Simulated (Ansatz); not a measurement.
`[OH][GeH2][SeH]` and `OC[SeH]` differ in one element.

Ansatz, PBE0-D4/def2-TZVP geometries, multiplicity 1. Each molecule was computed in one conformer, which needn't be the lowest.

Scalar relativity is left out up to krypton.

| property | `[OH][GeH2][SeH]` |
| --- | --- |
| HOMO energy (PBE/def2-TZVPP) / eV | -6.05 |
| HOMO–LUMO gap (ωB97M-V/def2-TZVPP) / eV | 11.05 |
| ideal-gas entropy at 298 K and 1 bar (rigid rotor, harmonic PBE0-D4/def2-TZVP) / J/(mol·K) | 328 |
| size of the dipole moment (PBE/def2-TZVPP) / D | 0.39 |
| LUMO energy (B3LYP/def2-TZVPP) / eV | -0.52 |
| LUMO energy (ωB97M-V/def2-TZVPP) / eV | 1.66 |

Give the same properties after the change, and the shifts. (Estimate.)

Computed: 
```tsv
property	`OC[SeH]`	shift
HOMO energy (PBE/def2-TZVPP) / eV	-5.68	0.37
HOMO–LUMO gap (ωB97M-V/def2-TZVPP) / eV	10.73	-0.32
ideal-gas entropy at 298 K and 1 bar (rigid rotor, harmonic PBE0-D4/def2-TZVP) / J/(mol·K)	295	-33
size of the dipole moment (PBE/def2-TZVPP) / D	1.60	1.21
LUMO energy (B3LYP/def2-TZVPP) / eV	-0.40	0.12
LUMO energy (ωB97M-V/def2-TZVPP) / eV	1.66	0.00
```

With PBE0 the HOMO rises by 0.36 eV and the LUMO rises by 0.12 eV, so the gap narrows by about 0.24 eV. PBE moves the HOMO by 0.37 eV and ωB97M-V by 0.31 eV. Dipoles are sizes alone; their direction can turn.

B3LYP here is the variant with VWN-RPA as its local correlation; programs differ in this.

Spin–orbit coupling is left out; it splits and shifts lone-pair levels of the heavy atoms by tenths of an eV.
